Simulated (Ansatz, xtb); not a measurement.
**Isomers of C4H4BClSe in order of energy**

6 gas-phase structures of C4H4BClSe, from a drawn sample of its isomers (lower ones may exist). Each was relaxed with GFN2-xTB:

A. `Bc1c[se]c(Cl)c1`, a singlet
B. `Bc1ccc(Cl)[se]1`, a singlet
C. `Bc1cc[se]c1Cl`, a singlet
D. `Bc1c[se]cc1Cl`, a singlet
E. `Bc1cc(Cl)c[se]1`, a singlet
F. `Bc1[se]ccc1Cl`, a singlet

Q: Estimate their order in r2SCAN-D4/def2-SVP energy at these geometries, lowest first.

A: Calculated order at r2SCAN-D4/def2-SVP: F (0.000), E (0.047), B (0.072), D (0.235), C (0.300), A (0.317) eV. Less than 1 kcal/mol parts E and B; C and A, so the order within those pairs means little.

Energies above the lowest of each column, in eV; the last columns are at B3LYP/def2-SVP geometries:

```json
{"structure": "F", "GFN2-xTB": "0.000", "HF/STO-3G": "0.017", "r2SCAN-D4/def2-SVP": "0.000", "B3LYP/def2-SVP": "0.000", "CCSD(T)/def2-SVP + ΔMP2/def2-TZVPP": "0.000"}
{"structure": "E", "GFN2-xTB": "0.020", "HF/STO-3G": "0.000", "r2SCAN-D4/def2-SVP": "0.047", "B3LYP/def2-SVP": "0.024", "CCSD(T)/def2-SVP + ΔMP2/def2-TZVPP": "0.018"}
{"structure": "B", "GFN2-xTB": "0.096", "HF/STO-3G": "0.087", "r2SCAN-D4/def2-SVP": "0.072", "B3LYP/def2-SVP": "0.054", "CCSD(T)/def2-SVP + ΔMP2/def2-TZVPP": "0.074"}
{"structure": "D", "GFN2-xTB": "0.076", "HF/STO-3G": "0.075", "r2SCAN-D4/def2-SVP": "0.235", "B3LYP/def2-SVP": "0.205", "CCSD(T)/def2-SVP + ΔMP2/def2-TZVPP": "0.173"}
{"structure": "C", "GFN2-xTB": "0.153", "HF/STO-3G": "0.202", "r2SCAN-D4/def2-SVP": "0.300", "B3LYP/def2-SVP": "0.275", "CCSD(T)/def2-SVP + ΔMP2/def2-TZVPP": "0.262"}
{"structure": "A", "GFN2-xTB": "0.166", "HF/STO-3G": "0.148", "r2SCAN-D4/def2-SVP": "0.317", "B3LYP/def2-SVP": "0.269", "CCSD(T)/def2-SVP + ΔMP2/def2-TZVPP": "0.256"}
```

CCSD(T)/def2-SVP + ΔMP2/def2-TZVPP has E and F within 1 kcal/mol of each other at the bottom, and every level picks one of them. CCSD(T)/def2-SVP + ΔMP2/def2-TZVPP orders those it was run on as F (0.000), E (0.018), B (0.074), D (0.173), A (0.256), C (0.262) eV. Less than 1 kcal/mol parts F and E; A and C, so the order within those pairs means little. Flexible structures stand in one conformer each, not always the lowest. ΔMP2 is the change of the MP2 energy from the smaller to the larger basis.

Over these structures GFN2-xTB departs from r2SCAN-D4/def2-SVP by 0.076 eV on average once a common shift is removed. A GFN2-xTB relaxation took about 0.31 s and the r2SCAN-D4/def2-SVP energy about 7.1 s on a shared host (Ansatz 0.2.0, xtb 6.7.1).
